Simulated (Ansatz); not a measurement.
Reaction (cleavage of the Si–Si bond): `F[SiH]([SiH3])[SiH3]` + `O[SiH3]` → `F[SiH]([SiH3])O[SiH3]` + SiH₄

Program: Ansatz. Geometries: PBE0-D4/def2-TZVP. ΔE: electronic, gas phase. CCSD(T)/CBS is the MP2 limit (def2-TZVPP, def2-QZVPP) plus CCSD(T) − MP2 in def2-TZVPP, frozen cores. This one scheme is used for every species. DFT in def2-TZVPP. B3LYP here is the variant with VWN-RPA as its local correlation; programs differ in this. Each species was taken in one conformer, which may not be the lowest.

Task: Is it downhill or uphill in electronic energy at CCSD(T)/CBS, and by how much? (Best estimate.)

Result: Ansatz gave: Downhill: ΔE = -1.35 eV.

Task: What do these levels give: CAM-B3LYP-D4, PBE, revPBE, B3LYP, CAM-B3LYP, HF/def2-QZVPP? (Estimate.)

Result: Ansatz gave: CAM-B3LYP-D4 -1.44, PBE -1.07, revPBE -1.04, B3LYP -1.33, CAM-B3LYP -1.42, HF/def2-QZVPP -1.63 eV.

Largest T1 diagnostic among the species: 0.013.

From PBE to PBE0 (25 % exact exchange), in def2-TZVPP and without D4, ΔE moves by −0.09 eV. In def2-TZVPP, CCSD(T) changes the Hartree–Fock value by +0.23 eV (the triples alone add +0.03 eV) and MP2 by +0.17 eV. Leaving LDA and LC-ωPBE aside and taking each functional with its dispersion term where it has one, the values, not all of them listed here, spread over 0.39 eV, from BHLYP-D4 to PBE-D4. LDA lies −0.07 eV from PBE without D4.
